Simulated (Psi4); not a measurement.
Two rigid molecules brought together: CH4 ··· C3H6 (SMILES C and C1CC1). Monomers: optimised at B3LYP-D3(BJ) (def2-TZVP), held rigid. Orientation: lowest of the rigid-body minima from ten starts at GFN2-xTB. Only R, the distance of the centres of mass, is varied, so the lowest point isn't the relaxed dimer.

PBE/def2-TZVP, counterpoise-corrected (Psi4); PBE-D3(BJ)/def2-TZVP, counterpoise-corrected (Psi4); SAPT0/jun-cc-pVDZ, frozen core (Psi4).

Interaction energies in kJ/mol; the last columns give the difference from SAPT0:

```csv
R / Å,PBE/def2-TZVP,PBE-D3(BJ)/def2-TZVP,SAPT0/jun-cc-pVDZ,PBE/def2-TZVP − SAPT0/jun-cc-pVDZ,PBE-D3(BJ)/def2-TZVP − SAPT0/jun-cc-pVDZ
3.36,4.69,-1.83,1.70,3.00,-3.53
3.55,1.10,-4.52,-1.22,2.32,-3.30
3.73,-0.52,-5.33,-2.26,1.74,-3.07
3.96,-1.31,-5.17,-2.45,1.14,-2.72
4.14,-1.42,-4.63,-2.24,0.81,-2.39
4.37,-1.28,-3.77,-1.84,0.56,-1.94
4.65,-0.96,-2.77,-1.37,0.41,-1.41
4.96,-0.62,-1.89,-0.97,0.35,-0.93
5.43,-0.29,-1.04,-0.57,0.29,-0.46
6.19,-0.07,-0.41,-0.26,0.18,-0.15
7.19,-0.02,-0.15,-0.10,0.09,-0.04
8.46,-0.01,-0.05,-0.04,0.03,-0.01
```

PBE/def2-TZVP is furthest from SAPT0/jun-cc-pVDZ at 3.36 (3.00 kJ/mol, above); its mean absolute difference over the points is 0.91 kJ/mol.

PBE-D3(BJ)/def2-TZVP is furthest from SAPT0/jun-cc-pVDZ at 3.36 (-3.53 kJ/mol, below); its mean absolute difference over the points is 1.66 kJ/mol.
